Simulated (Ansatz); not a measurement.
Gas-phase electronic energies from Ansatz, PBE0-D4/def2-TZVP geometries. CBS: MP2 limit from def2 TZ/QZ plus the TZ coupled-cluster correction, frozen cores. This one scheme is used for every species. DFT in def2-TZVPP. B3LYP here is the variant with VWN-RPA as its local correlation; programs differ in this. HSE06 is defined as in plane-wave codes. def2 core potentials past Kr. For Cd outer-core shells are correlated without core-valence functions, which leaves a few kJ/mol of doubt a bond. One conformer a species, not always the lowest.

Reaction (ligand exchange at a Cd–F bond): `[F][Cd][F]` + silanol → `[F][Cd][O][SiH3]` + H–F

```json
{"level": "LDA (SPW92)", "ΔE (kJ/mol)": "6.2", "difference from CCSD(T)/CBS": "3.8"}
{"level": "PBE-D4", "ΔE (kJ/mol)": "11.3", "difference from CCSD(T)/CBS": "8.9"}
{"level": "revPBE-D4", "ΔE (kJ/mol)": "11.1", "difference from CCSD(T)/CBS": "8.7"}
{"level": "BLYP-D4", "ΔE (kJ/mol)": "13.0", "difference from CCSD(T)/CBS": "10.6"}
{"level": "r2SCAN-D4", "ΔE (kJ/mol)": "11.4", "difference from CCSD(T)/CBS": "9.0"}
{"level": "B3LYP-D4", "ΔE (kJ/mol)": "9.6", "difference from CCSD(T)/CBS": "7.2"}
{"level": "r2SCAN0-D4", "ΔE (kJ/mol)": "7.5", "difference from CCSD(T)/CBS": "5.1"}
{"level": "HSE06-D4", "ΔE (kJ/mol)": "6.8", "difference from CCSD(T)/CBS": "4.4"}
{"level": "BHLYP-D4", "ΔE (kJ/mol)": "6.5", "difference from CCSD(T)/CBS": "4.1"}
{"level": "CAM-B3LYP-D4", "ΔE (kJ/mol)": "10.9", "difference from CCSD(T)/CBS": "8.5"}
{"level": "ωB97M-V", "ΔE (kJ/mol)": "9.3", "difference from CCSD(T)/CBS": "6.9"}
{"level": "B2PLYP", "ΔE (kJ/mol)": "7.1", "difference from CCSD(T)/CBS": "4.7"}
{"level": "PBE-QIDH", "ΔE (kJ/mol)": "1.1", "difference from CCSD(T)/CBS": "-1.3"}
{"level": "PBE", "ΔE (kJ/mol)": "15.1", "difference from CCSD(T)/CBS": "12.7"}
{"level": "revPBE", "ΔE (kJ/mol)": "17.5", "difference from CCSD(T)/CBS": "15.1"}
{"level": "BLYP", "ΔE (kJ/mol)": "20.2", "difference from CCSD(T)/CBS": "17.8"}
{"level": "r2SCAN", "ΔE (kJ/mol)": "12.4", "difference from CCSD(T)/CBS": "10.0"}
{"level": "PBE0", "ΔE (kJ/mol)": "10.4", "difference from CCSD(T)/CBS": "8.0"}
{"level": "B3LYP", "ΔE (kJ/mol)": "15.6", "difference from CCSD(T)/CBS": "13.2"}
{"level": "r2SCANh", "ΔE (kJ/mol)": "10.7", "difference from CCSD(T)/CBS": "8.3"}
{"level": "r2SCAN0", "ΔE (kJ/mol)": "8.7", "difference from CCSD(T)/CBS": "6.3"}
{"level": "HSE06", "ΔE (kJ/mol)": "10.1", "difference from CCSD(T)/CBS": "7.7"}
{"level": "BHLYP", "ΔE (kJ/mol)": "13.0", "difference from CCSD(T)/CBS": "10.6"}
{"level": "CAM-B3LYP", "ΔE (kJ/mol)": "14.5", "difference from CCSD(T)/CBS": "12.1"}
{"level": "LC-ωPBE", "ΔE (kJ/mol)": "13.9", "difference from CCSD(T)/CBS": "11.5"}
{"level": "RPA@PBE/def2-TZVPP", "ΔE (kJ/mol)": "-1.4", "difference from CCSD(T)/CBS": "-3.8"}
{"level": "HF/def2-SVP", "ΔE (kJ/mol)": "13.4", "difference from CCSD(T)/CBS": "11.0"}
{"level": "MP2/def2-SVP", "ΔE (kJ/mol)": "-6.0", "difference from CCSD(T)/CBS": "-8.4"}
{"level": "CCSD/def2-SVP", "ΔE (kJ/mol)": "0.8", "difference from CCSD(T)/CBS": "-1.6"}
{"level": "CCSD(T)/def2-SVP", "ΔE (kJ/mol)": "-1.1", "difference from CCSD(T)/CBS": "-3.5"}
{"level": "HF/def2-TZVPP", "ΔE (kJ/mol)": "14.8", "difference from CCSD(T)/CBS": "12.4"}
{"level": "MP2/def2-TZVPP", "ΔE (kJ/mol)": "-9.7", "difference from CCSD(T)/CBS": "-12.1"}
{"level": "CCSD/def2-TZVPP", "ΔE (kJ/mol)": "-0.8", "difference from CCSD(T)/CBS": "-3.2"}
{"level": "CCSD(T)/def2-TZVPP", "ΔE (kJ/mol)": "-3.3", "difference from CCSD(T)/CBS": "-5.7"}
{"level": "HF/def2-QZVPP", "ΔE (kJ/mol)": "17.1", "difference from CCSD(T)/CBS": "14.7"}
{"level": "MP2/def2-QZVPP", "ΔE (kJ/mol)": "-5.6", "difference from CCSD(T)/CBS": "-8.0"}
{"level": "SCS-MP2/def2-QZVPP", "ΔE (kJ/mol)": "-0.4", "difference from CCSD(T)/CBS": "-2.8"}
{"level": "HF/CBS(def2)", "ΔE (kJ/mol)": "17.5", "difference from CCSD(T)/CBS": "15.1"}
{"level": "MP2/CBS(def2)", "ΔE (kJ/mol)": "-4.0", "difference from CCSD(T)/CBS": "-6.4"}
{"level": "CCSD/CBS(def2)", "ΔE (kJ/mol)": "4.9", "difference from CCSD(T)/CBS": "2.5"}
{"level": "CCSD(T)/CBS", "ΔE (kJ/mol)": "2.4", "difference from CCSD(T)/CBS": "0"}
```

Largest T1 diagnostic among the species: 0.018.

From BLYP to BHLYP (50 % exact exchange), in def2-TZVPP and without D4, ΔE moves by −7.2 kJ/mol. Leaving LDA and LC-ωPBE aside and taking each functional with its dispersion term where it has one, the values, not all of them listed here, spread over 13.0 kJ/mol, from PBE-QIDH to B97M-V. LDA lies −8.9 kJ/mol from PBE without D4. In def2-TZVPP, CCSD(T) changes the Hartree–Fock value by −18.1 kJ/mol (the triples alone add −2.5 kJ/mol) and MP2 by −24.4 kJ/mol.
